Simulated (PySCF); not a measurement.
Level of theory: PySCF with PBE-D3(BJ)/def2-TZVP // TPSSh-D3(BJ)/def2-TZVP. All species are isolated molecules in the gas phase. One relaxed conformer stands for a flexible species; it need not be the lowest. Excitations are Tamm–Dancoff values on a coarser integration grid. The basis has no diffuse functions, so Rydberg states are missing or too high.

Reference species (SMILES): `C(/F)=C\C=C` (C–C–C–C torsion 180°) (neutral, multiplicity 1).

| Property | Result |
|---|---|
| S1 oscillator strength | 0.665 |
| brightest of the four lowest singlets (TDA) | 6.16 eV |
| S1 excitation (TDA) | 6.16 eV |

Changed species: `C=CC(=C)F` (C–C–C–F torsion 0°).

Problem. Give the shifts of the S1 oscillator strength, brightest of the four lowest singlets (TDA) and S1 excitation (TDA).

Solution. the S1 oscillator strength drops by 0.219, to 0.446; the brightest of the four lowest singlets (TDA) rises by 0.37 eV, to 6.53 eV; the S1 excitation (TDA) drops by 0.34 eV, to 5.82 eV.
